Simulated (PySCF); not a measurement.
C₆ coefficients of unlike pairs at PBE0

Calculated with PySCF 2.14 from the dipole response of each species, C₆(A,B) = (3/π) ∫ α_A(iu) α_B(iu) du, in atomic units, from isotropic polarisabilities. For ions this is the dispersion term alone; charge-induced terms of lower order in 1/R come first.

| species | configuration | basis | relativity | α (bohr³) | C₆ (like pair) |
| --- | --- | --- | --- | --- | --- |
| Cl⁺ | [Ne] 3s2 3p4 (3P) | aug-cc-pV(Q+d)Z with one added diffuse shell each of s, p, d, f, g type (8s7p6d4f3g) | none | 8.682 | 41.02 |
| F²⁺ | [He] 2s2 2p3 (4S) | aug-cc-pwCVDZ (5s4p2d) | none | 1.251 | 1.596 |
| P⁺ | [Ne] 3s2 3p2 (3P) | x2c-QZVPPall with one added diffuse shell each of s, p, d, f type (10s7p5d3f1g) | spin-free X2C | 14.28 | 73.56 |
| C²⁺ | [He] 2s2 (1S) | aug-cc-pCVTZ-DK (7s6p4d2f) | spin-free X2C | 4.264 | 6.591 |

Question: Estimate C₆ for C²⁺ with Cl⁺.

Answer: The integral gives 16.17. The combination rule 2 C_A C_B / (C_A α_B/α_A + C_B α_A/α_B) gives 16.11 and the geometric mean 16.44.

No spin-orbit coupling is included.

The other pairs:

```csv
pair,C₆
"C²⁺, F²⁺",2.861
"F²⁺, Cl⁺",7.620
"P⁺, Cl⁺",53.84
"C²⁺, P⁺",22.01
"P⁺, F²⁺",9.443
```
